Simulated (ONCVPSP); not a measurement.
**PBE ONCV dataset for chromium (Cr), scalar-relativistic all-electron reference.**

The input file (ONCVPSP 4.0.1):

```
# ATOM AND REFERENCE CONFIGURATION
# atsym  z   nc   nv     iexc    psfile
  Cr 24.00    3    4        4      upf
#
#   n    l    f
    1    0    2.00
    2    0    2.00
    2    1    6.00
    3    0    2.00
    3    1    6.00
    3    2    5.00
    4    0    1.00
#
# PSEUDOPOTENTIAL AND OPTIMIZATION
# lmax
    2
#
#   l,   rc,      ep,       ncon, nbas, qcut
    0    1.70    0.00    5   10    8.70
    1    1.30    0.00    4    7   11.70
    2    1.55    0.00    5    9   10.50
#
# LOCAL POTENTIAL
# lloc, lpopt,  rc(5),   dvloc0
    4    5    0.85    0.00
#
# VANDERBILT-KLEINMAN-BYLANDER PROJECTORs
# l, nproj, debl
    0    2    3.70
    1    2    1.20
    2    2    1.90
#
# MODEL CORE CHARGE
# icmod, fcfact, rcfact
    3    4.25    1.10
#
# LOG DERIVATIVE ANALYSIS
# epsh1, epsh2, depsh
   -4.00    5.00    0.02
#
# OUTPUT GRID
# rlmax, drl
    6.00    0.01
#
# TEST CONFIGURATIONS
# ncnf
    4
# nvcnf
#   n    l    f
    4
    3    0    2.00
    3    1    6.00
    3    2    5.00
    4    0    0.00
#
    4
    3    0    2.00
    3    1    6.00
    3    2    4.00
    4    0    0.00
#
    4
    3    0    2.00
    3    1    6.00
    3    2    3.00
    4    0    0.00
#
    4
    3    0    1.00
    3    1    6.00
    3    2    5.00
    4    0    1.00
#
```

Command:

```bash
oncvpsp.x < Cr.dat > Cr.out
```

Resulting log (shortened: citation, most of the input echo, consistency checks and plot data are left out):

```
ONCVPSP  (Optimized Norm-Conservinng Vanderbilt PSeudopotential)
scalar-relativistic version 4.0.1

#   n    l    f        energy (Ha)
    1    0    2.00    -2.1612152E+02
    2    0    2.00    -2.4517176E+01
    2    1    6.00    -2.0605301E+01
    3    0    2.00    -2.7191384E+00
    3    1    6.00    -1.6700090E+00
    3    2    5.00    -1.0706025E-01
    4    0    1.00    -1.4726729E-01

Reference configufation results
  iterations    45
  all-electron total energy (Ha)   -1.05052795D+03

Begin loop to  construct optimized pseudo wave functions
and semi-local pseudopoentials for all angular momenta

Calculating optimized projector #   1

 for l=   0

    Fraction of norm inside rc  0.975049
    Optimizing pswf for qcut=   8.70 a_B^-1,  ecut=  37.85 Ha
    Residual kinetic energy error=  2.22D-07 Ha

    Energy error per electron        Cutoff
         Ha          eV             Ha
         0.01000     0.27211       14.28
         0.00100     0.02721       22.59
         0.00010     0.00272       28.07
         0.00001     0.00027       32.26

Calculating optimized projector #   2

 for l=   0

    Fraction of norm inside rc  0.058188
    Optimizing pswf for qcut=   8.70 a_B^-1,  ecut=  37.85 Ha
    Residual kinetic energy error=  1.34D-07 Ha

    Energy error per electron        Cutoff
         Ha          eV             Ha
         0.01000     0.27211        5.30
         0.00100     0.02721       17.64
         0.00010     0.00272       25.17
         0.00001     0.00027       30.46

WARNING wellstate: negative energy specified for n= 4 l=  1
WARNING scattering state with energy  0.25000000
WARNING will be used for the first projector

   Wellstate for l =  1  n =  4
     eigenvalue =   0.2500
     asymptotic potential =   0.7500
     half-point radius =  3.6947

Calculating optimized projector #   1

 for l=   1

    Fraction of norm inside rc  0.821072
    Optimizing pswf for qcut=  11.71 a_B^-1,  ecut=  68.56 Ha
    Residual kinetic energy error=  4.61D-08 Ha

    Energy error per electron        Cutoff
         Ha          eV             Ha
         0.01000     0.27211       20.30
         0.00100     0.02721       26.14
         0.00010     0.00272       31.12
         0.00001     0.00027       35.35

Calculating optimized projector #   2

 for l=   1

    Fraction of norm inside rc  0.054992
    Optimizing pswf for qcut=  11.71 a_B^-1,  ecut=  68.56 Ha
    Residual kinetic energy error=  8.23D-09 Ha

    Energy error per electron        Cutoff
         Ha          eV             Ha
         0.01000     0.27211       15.66
         0.00100     0.02721       22.08
         0.00010     0.00272       27.39
         0.00001     0.00027       33.02

   Wellstate for l =  2  n =  5
     eigenvalue =   1.7929
     asymptotic potential =   2.2929
     half-point radius =  3.9093

Calculating optimized projector #   1

 for l=   2

    Fraction of norm inside rc  0.639874
    Optimizing pswf for qcut=  10.51 a_B^-1,  ecut=  55.25 Ha
    Residual kinetic energy error=  1.14D-05 Ha

    Energy error per electron        Cutoff
         Ha          eV             Ha
         0.01000     0.27211       35.53
         0.00100     0.02721       42.99
         0.00010     0.00272       48.99
         0.00001     0.00027       62.03

Calculating optimized projector #   2

 for l=   2

    Fraction of norm inside rc  0.092900
    Optimizing pswf for qcut=  10.51 a_B^-1,  ecut=  55.25 Ha
    Residual kinetic energy error=  1.98D-05 Ha

    Energy error per electron        Cutoff
         Ha          eV             Ha
         0.01000     0.27211       35.49
         0.00100     0.02721       44.25
         0.00010     0.00272       51.03
         0.00001     0.00027       66.05

Construct Vanderbilt / Kleinmman-Bylander projectors

B matrix Hermiticity error, ll=   0
   1   2    1.7955E-04

  Orthonormal projector coefficients  1.3318E+01  1.8643E+00

B matrix Hermiticity error, ll=   1
   1   2    1.7522E-04

  Orthonormal projector coefficients  7.4539E+00  1.2101E+00

B matrix Hermiticity error, ll=   2
   1   2   -1.2717E-04

  Orthonormal projector coefficients -4.4019E+00 -2.0230E+00

Model core correction analysis
  based on d2Exc/dn_idn_j

d2excae - all-electron derivatives

   -4.180235D-02   -3.826241D-02   -2.366861D-02   -1.802919D-03
   -3.826274D-02   -3.623130D-02   -2.358604D-02   -2.225101D-03
   -2.366913D-02   -2.358634D-02   -2.132439D-02   -1.001994D-02
   -1.802591D-03   -2.224368D-03   -1.001582D-02   -3.307254D-02

d2excps - pseudofunction derivatives with no core correction

   -4.818519D-02   -3.943638D-02   -2.477781D-02   -2.312861D-03
   -3.943777D-02   -3.761979D-02   -2.564660D-02   -2.308515D-03
   -2.477825D-02   -2.564690D-02   -2.253062D-02   -1.000714D-02
   -2.312866D-03   -2.307786D-03   -1.000303D-02   -3.310464D-02

rms 2nd derivative error    1.910014E-03

rmatch, rhocmatch    0.4681   26.9246

Teter function model core charge with specified parameters

d2excps - pseudofunction derivatives with core correction

   -4.106464D-02   -3.805339D-02   -2.469489D-02   -1.864562D-03
   -3.805349D-02   -3.709985D-02   -2.560744D-02   -2.220368D-03
   -2.469524D-02   -2.560775D-02   -2.256348D-02   -9.999808D-03
   -1.864230D-03   -2.219636D-03   -9.995696D-03   -3.307651D-02

rms 2nd derivative error    9.085744E-04

Pseudoatom total energy  -86.534956

Diagnostic tests using Vanderbilt-Kleinman-Bylander pseudopotentials
  1 or more projectors used as specified by nproj input data

   l    rcore       rmatch      e in        delta e   norm test  slope test

   0   1.7042775   1.7560230  -2.7191384   0.0000025   1.0001484   1.0001308
   0   1.7042775   1.7560230  -0.1472673   0.0000015   1.0000204   1.0000157

   1   1.3020605   1.3415939  -1.6700090  -0.0000067   1.0001221   1.0001406
   1   1.3020605   1.3415939   0.2500000   0.0000149   1.0002793   1.0002793

   2   1.5580113   1.6053159  -0.1070602  -0.0000005   1.0000608   1.0000622
   2   1.5580113   1.6053159   1.7929398   0.0000235   1.0001847   1.0001847

 Testing for bound ghosts
   n   l    E NL Schr. Eq   E Basis Diag.   E Cutoff

   1   0       -2.719136       -2.719135    154.87
   2   0       -0.147266       -0.083936    154.87

   2   1       -1.670016       -1.669847    131.48

   3   2       -0.107061       -0.098199    182.48

 Testing for highly-localized positive-energy ghosts
       l    <radius>/rc     E Basis Diag.   E Cutoff

Test configuration 0

   n   l     f        eae           eps        diff
   1   0  2.0000 -216.12151506
   2   0  2.0000  -24.51717551
   2   1  6.0000  -20.60530078
   3   0  2.0000   -2.71913842   -2.71913588    2.54D-06
   3   1  6.0000   -1.67000899   -1.67001572   -6.73D-06
   3   2  5.0000   -0.10706025   -0.10706071   -4.61D-07
   4   0  1.0000   -0.14726729   -0.14726578    1.51D-06

    Total energies and differences
      AE_ref= -1.05052795D+03  AE_tst= -1.05052795D+03  dif=  0.00D+00
      PS_ref= -8.65349555D+01  PS_tst= -8.65349555D+01  dif=  8.53D-14
      PSP excitation error= -8.53D-14

Test configuration 1

   n   l     f        eae           eps        diff
   1   0  2.0000 -216.38041077
   2   0  2.0000  -24.76630002
   2   1  6.0000  -20.85527375
   3   0  2.0000   -2.97610283   -2.97613431   -3.15D-05
   3   1  6.0000   -1.92842173   -1.92830360    1.18D-04
   3   2  5.0000   -0.36288425   -0.36295903   -7.48D-05

    Total energies and differences
      AE_ref= -1.05052795D+03  AE_tst= -1.05027432D+03  dif=  2.54D-01
      PS_ref= -8.65349555D+01  PS_tst= -8.62813713D+01  dif=  2.54D-01
      PSP excitation error=  4.71D-05

Test configuration 2

   n   l     f        eae           eps        diff
   1   0  2.0000 -216.90515256
   2   0  2.0000  -25.30647823
   2   1  6.0000  -21.39391800
   3   0  2.0000   -3.49658088   -3.49692035   -3.39D-04
   3   1  6.0000   -2.44236908   -2.44247921   -1.10D-04
   3   2  4.0000   -0.83993251   -0.83962678    3.06D-04

    Total energies and differences
      AE_ref= -1.05052795D+03  AE_tst= -1.04968441D+03  dif=  8.44D-01
      PS_ref= -8.65349555D+01  PS_tst= -8.56914465D+01  dif=  8.44D-01
      PSP excitation error=  3.70D-05

Test configuration 3

psatom: WARNING lschvkbb convergence error n,l,iter=   3   2   3
ea(ii),et,emin,emax -1.070607E-01 -1.177668E-01 -1.177668E-01 -1.177668E-01
run_config: WARNING for fully non-local PS atom, stg. 1
 WARNING no output for configuration 4

Test configuration 4

   n   l     f        eae           eps        diff
   1   0  2.0000 -216.75539299
   2   0  2.0000  -25.07032269
   2   1  6.0000  -21.16536333
   3   0  1.0000   -3.21169632   -3.22580469   -1.41D-02
   3   1  6.0000   -2.15532420   -2.16111948   -5.80D-03
   3   2  5.0000   -0.54856181   -0.54928317   -7.21D-04
   4   0  1.0000   -0.42450312   -0.42479836   -2.95D-04

    Total energies and differences
      AE_ref= -1.05052795D+03  AE_tst= -1.04757880D+03  dif=  2.95D+00
      PS_ref= -8.65349555D+01  PS_tst= -8.35786279D+01  dif=  2.96D+00
      PSP excitation error= -7.18D-03
```

The run took about 5 s on one core of a shared server CPU.
